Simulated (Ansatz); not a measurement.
C$_{3}$H$_{9}$AlSi (`C=[CH][Al]([CH3])[SiH3]`), charge 0, multiplicity 1.

**Question.** Give a relaxed structure at PBE0-D4/def2-TZVP (Ansatz). (Estimate.)

**Answer.** Computed: 
Cartesian coordinates in Å:
```
C 0.781 2.193 0.893
C 0.164 1.105 1.364
Al -0.231 -0.398 0.195
C -1.132 -1.990 0.880
Si 0.469 -0.156 -2.157
H 1.021 3.056 1.512
H 1.080 2.278 -0.151
H -0.095 1.116 2.424
H -0.547 -2.446 1.687
H -1.303 -2.754 0.119
H -2.103 -1.727 1.315
H 0.133 -1.351 -2.985
H 1.942 0.055 -2.282
H -0.178 1.019 -2.814
```
Point group Cs.
This is one stationary point; other conformers may exist.
